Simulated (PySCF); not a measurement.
Coordinates in bohr (charge 0 multiplicity 3):
```
Pr    0.6476    0.0000   -0.4938
S    -2.9540    0.0000    2.0681
H     3.8352    0.0000    1.8005
```

Method: UB3LYP in PySCF with Pr def2-SVP with ECP28, S def2-SVP, H def2-SVP; scalar-relativistic core potentials, no spin–orbit coupling; density-fitted integrals.

This geometry of HPrS is a stationary point at this level.

(1) What is the point group?

(2) Is it a minimum?

(3) List the harmonic modes with their infrared intensities.

(4) What are the dipole moment and the gap between the highest occupied and lowest empty levels of either spin?

## Answers

(1) Cs.

(2) Yes: all harmonic wavenumbers are real.

(3) 
| ω (cm⁻¹) | IR (km/mol) |
| --- | --- |
| 339 | 93.0 |
| 467 | 127 |
| 1331 | 531 |

(4) 7.48 D and 3.28 eV.

The spin densities have lower symmetry than the nuclear frame, so modes carry no symmetry labels. Only a few start shapes were tried, so a lower isomer may exist. With open d or f shells other occupations or spin states may lie lower. The pruned grid is coarse for the open f shell: energies are uncertain by about 2 kJ/mol and soft modes are noisy. No spin–orbit coupling is included, which matters more the heavier the element.
